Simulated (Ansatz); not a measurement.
`C[SiH2]O[SiH3]` and `C[SiH2][Te][SiH3]` differ in one element.

Ansatz, PBE0-D4/def2-TZVP geometries, multiplicity 1. Each molecule was computed in one conformer, which needn't be the lowest.

Elements past krypton have def2 core potentials.

```csv
property,`C[SiH2]O[SiH3]`
HOMO energy (B3LYP/def2-TZVPP) / eV,-8.34
HOMO–LUMO gap (B3LYP/def2-TZVPP) / eV,8.21
HOMO–LUMO gap (PBE/def2-TZVPP) / eV,6.33
zero-point energy (PBE0-D4/def2-TZVP) / kJ/mol,219.6
HOMO energy (PBE0/def2-TZVPP) / eV,-8.52
LUMO energy (B3LYP/def2-TZVPP) / eV,-0.12
```

Question: What does the change do to each property? (Estimate.)

Answer: The calculation gave: 
```json
{"property": "HOMO energy (B3LYP/def2-TZVPP) / eV", "`C[SiH2][Te][SiH3]`": "-6.20", "shift": "2.14"}
{"property": "HOMO–LUMO gap (B3LYP/def2-TZVPP) / eV", "`C[SiH2][Te][SiH3]`": "5.42", "shift": "-2.79"}
{"property": "HOMO–LUMO gap (PBE/def2-TZVPP) / eV", "`C[SiH2][Te][SiH3]`": "4.07", "shift": "-2.26"}
{"property": "zero-point energy (PBE0-D4/def2-TZVP) / kJ/mol", "`C[SiH2][Te][SiH3]`": "208.5", "shift": "-11.1"}
{"property": "HOMO energy (PBE0/def2-TZVPP) / eV", "`C[SiH2][Te][SiH3]`": "-6.42", "shift": "2.10"}
{"property": "LUMO energy (B3LYP/def2-TZVPP) / eV", "`C[SiH2][Te][SiH3]`": "-0.78", "shift": "-0.66"}
```

With PBE0 the HOMO rises by 2.10 eV and the LUMO falls by 0.66 eV, so the gap narrows by about 2.76 eV. PBE moves the HOMO by 1.69 eV and ωB97M-V by 2.36 eV.

B3LYP here is the variant with VWN-RPA as its local correlation; programs differ in this.

Spin–orbit coupling is left out; it splits and shifts lone-pair levels of the heavy atoms by tenths of an eV.
